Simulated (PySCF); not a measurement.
These are PySCF 2.14.0 with PBE-D3(BJ)/def2-TZVP // B3LYP-D3(BJ)/def2-TZVP values and carry that method's errors. Gas-phase values, no solvent. 

Reference species (SMILES): `[InH][Cl]` (neutral, multiplicity 2).

```
Quantity        Value
-------------  ------
dipole moment  2.77 D
```

Changed species: `[Cl][In][Cl]` (radical fragment; the reference has radical fragment).

**Question.** Predict the effect on the dipole moment.

**Answer.** the dipole moment drops by 0.35 D, to 2.42 D.
